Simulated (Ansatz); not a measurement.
Sr₂O₂⁻. Total charge -1; doublet. Geometry r2SCAN-D4/def2-TZVPD; atoms count from 1.

Cartesian coordinates in Å:
```
Sr -0.446 0.194 1.558
Sr 0.446 -0.194 -1.558
O 1.405 0.151 0.384
O -1.405 -0.152 -0.384
```

In the def2 sets Sr takes a core potential; there is no spin–orbit coupling. The highest occupied level of the charge -1 doublet lies above zero (up to 0.64 eV). By energy differences its removal costs 0.25 eV (vertical, to the charge 0 singlet, at PBE0-D4/def2-TZVPD); a positive level beside a positive removal energy at the same level points to self-interaction error. The structure comes from a short search, and lower isomers may exist.

(1) Estimate the Mulliken populations from the PBE0/def2-TZVPD orbitals of Ansatz.

(2) Where does the spin sit?

(3) And the Mayer bond orders between bonded heavy atoms (over 0.3)?

Results:

(1) 
```json
{"atom": "Sr1", "charge (e)": "1.13", "spin (α − β)": "0.53"}
{"atom": "Sr2", "charge (e)": "1.13", "spin (α − β)": "0.53"}
{"atom": "O3", "charge (e)": "-1.63", "spin (α − β)": "-0.03"}
{"atom": "O4", "charge (e)": "-1.63", "spin (α − β)": "-0.03"}
```
Mulliken values and Mayer orders depend strongly on the basis. With diffuse functions, as here, like atoms can get unlike values, and bond orders can come out too low or too high.

(2) Summed by element: Sr 1.05, O -0.05, of 1 unpaired in all. Largest on single atoms: Sr2 0.53, Sr1 0.53, O3 -0.03.

(3) Sr1–Sr2 0.54 (3.27 Å).
